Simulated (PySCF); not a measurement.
Match the calculated data to a structure.

All candidates are C5H12SSi.

| technique | computed result |
| --- | --- |
| 1H NMR | chemical shifts (computed TMS as zero) by class: 3.67 (3 H), 2.65 (2 H), 2.54 (2 H), 1.95 (2 H), 1.48 (2 H), 0.76 (1 H) ppm [GIAO PBE0/pcSseg-1] |
| UV, first state | lowest singlet excitation: 5.23 eV (237 nm, f = 0.001) [TDDFT B3LYP/def2-SVPD] |
| Polarisability | 105.6 au [B3LYP/def2-SVPD] |
| Rotational structure | rotational constants A, B, C: 3.815, 1.043, 0.879 GHz [GFN2-xTB] |
| NMR, other nuclei | isotropic shieldings of nuclei other than C and H, by class: 410 (1 Si), 498 (1 S) ppm [GIAO PBE0/pcSseg-1] |
| 13C NMR | chemical shifts (computed TMS as zero) by class: 37.7 (2 C), 34.6 (2 C), 25.5 (1 C) ppm [GIAO PBE0/pcSseg-1] |
| Triplet | lowest triplet excitation (Tamm–Dancoff): 4.86 eV [TDA B3LYP/def2-SVPD] |
| Dipole | 1.46 D [B3LYP/def2-SVPD] |

The electronic properties come from PySCF, for the isolated species, density fitting. Levels stand in brackets. One conformer (not necessarily the lowest) at the GFN2-xTB geometry, without solvent, vibrations or thermal averaging. NMR classes are plain means over equivalent atoms (diastereotopic ones count apart unless rotation or inversion swaps them), as if these changed places fast.

Question: Which candidate is it?
A. `C/C=C/C[SiH2]SC`
B. `CC(C)S[C@H]1C[SiH2]1`
C. `CSCC/C=C/[SiH3]`
D. `C[SiH2]CC1CSC1`
E. `[SiH3]C1CCSCC1`

Answer: E. It is `[SiH3]C1CCSCC1`. Numbering: `[SiH3:1][CH:2]1[CH2:3][CH2:4][S:5][CH2:6][CH2:7]1`. Its formula, C5H12SSi, gives 1 degree of unsaturation: 1 ring and 0 π bonds in the structure found. 5 carbons fall into 3 classes; from least to most shielded: ring sp3 carbon bound to sulfur [C4/C6] (37.7 ppm, 2 C), ring CH2 carbon [C3/C7] (34.6 ppm, 2 C), ring sp3 carbon bound to silicon [C2] (25.5 ppm). Hydrogen classes from least to most shielded: 3 H on an SiH3 silicon, Si1 (3.67 ppm), 2 H on 2 like atoms (sp3 carbon bound to sulfur), C4/C6 (2.65 ppm), 2 H on 2 like atoms (sp3 carbon bound to sulfur), C4/C6 (2.54 ppm), 2 H on 2 ring CH2 carbons, C3/C7 (1.95 ppm), 2 H on 2 ring CH2 carbons, C3/C7 (1.48 ppm), 1 H on an sp3 carbon bound to silicon, C2 (0.76 ppm). The other shieldings belong to: 410 ppm, SiH3 silicon [Si1]; 498 ppm, sulfide sulfur [S5]. The optimised geometry has point group Cs and is an asymmetric top.

The others, at the same levels:
- `CC(C)S[C@H]1C[SiH2]1` fails: it has 5 carbon classes against 3; its computed 13C shifts are 43.8 (1 C), 25.5 (1 C), 23.1 (1 C), 7.0 (1 C), -1.4 (1 C) ppm, 1H shifts are 2.98 (1 H), 2.60 (1 H), 2.52 (1 H), 2.06 (1 H), 1.63 (3 H), 1.56 (3 H), 1.05 (1 H), 0.57 (1 H) ppm and rotational constant A is 2.779 GHz (against 3.815 GHz).
- `C[SiH2]CC1CSC1` fails: it has 4 carbon classes against 3; its computed 13C shifts are 39.3 (2 C), 38.2 (1 C), 26.5 (1 C), -7.2 (1 C) ppm, 1H shifts are 3.97 (2 H), 3.20 (1 H), 3.17 (2 H), 3.11 (2 H), 0.88 (2 H), 0.10 (3 H) ppm and rotational constant A is 5.768 GHz (against 3.815 GHz).
- `CSCC/C=C/[SiH3]` fails: it has 5 carbon classes against 3; its computed 13C shifts are 159.4 (1 C), 128.0 (1 C), 44.5 (1 C), 40.4 (1 C), 20.0 (1 C) ppm, 1H shifts are 6.36 (1 H), 6.01 (1 H), 4.16 (3 H), 2.44 (2 H), 2.32 (2 H), 2.08 (3 H) ppm and rotational constant A is 7.357 GHz (against 3.815 GHz).
- `C/C=C/C[SiH2]SC` fails: it has 5 carbon classes against 3; its computed 13C shifts are 134.6 (1 C), 131.1 (1 C), 22.2 (1 C), 21.5 (1 C), 14.3 (1 C) ppm, 1H shifts are 5.83 (1 H), 5.68 (1 H), 4.55 (2 H), 2.01 (3 H), 1.99 (2 H), 1.80 (3 H) ppm and rotational constant A is 6.805 GHz (against 3.815 GHz).

Each candidate is one conformer, not necessarily the lowest. The conformers computed, where there is a choice (atom-mapped SMILES and torsion angles):
- `[CH3:1][CH:2]([CH3:3])[S:4][C@H:5]1[CH2:6][SiH2:7]1`: C1–C2–S4–C5 68°, C2–S4–C5–C6 -159°
- `[CH3:1][SiH2:2][CH2:3][CH:4]1[CH2:5][S:6][CH2:7]1`: C1–Si2–C3–C4 -179°, Si2–C3–C4–C5 -67°
- `[CH3:1][S:2][CH2:3][CH2:4]/[CH:5]=[CH:6]/[SiH3:7]`: C1–S2–C3–C4 72°, S2–C3–C4–C5 175°, C3–C4–C5–C6 -123°
- `[CH3:1]/[CH:2]=[CH:3]/[CH2:4][SiH2:5][S:6][CH3:7]`: C2–C3–C4–Si5 107°, C3–C4–Si5–S6 179°, C4–Si5–S6–C7 179°

The conformers of `[SiH3]C1CCSCC1` aren't listed.
